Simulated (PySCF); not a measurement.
C4H7BFN, SMILES N1B(C=CC1)CF. The structure is a stationary point at PBE-D3(BJ)/def2-SVP. The structure was generated by enumeration, and PubChem lists no compound with its InChIKey, so it may never have been made. One conformer was computed; it need not be the lowest.

Question: Give the equilibrium geometry at PBE-D3(BJ)/def2-SVP (PySCF confirms it by a frequency run) as Cartesian coordinates in Å, and its point group. (An estimate is asked for; the answer gives what the named calculation found.)

Answer: This is not unique; one that fits is point group Cs.
```xyz
14

F      0.5104    -2.5679     0.0000
C     -0.6595    -1.7939     0.0000
B     -0.3415    -0.2457     0.0000
C     -1.2906     1.0045     0.0000
C     -0.4849     2.1004     0.0000
C      0.9727     1.7289     0.0000
N      0.9695     0.2796     0.0000
H     -1.2728    -2.0752     0.8897
H     -1.2728    -2.0752    -0.8897
H     -2.3888     1.0747     0.0000
H     -0.7996     3.1570     0.0000
H      1.4955     2.1530    -0.8908
H      1.4955     2.1530     0.8908
H      1.8439    -0.2441     0.0000
```
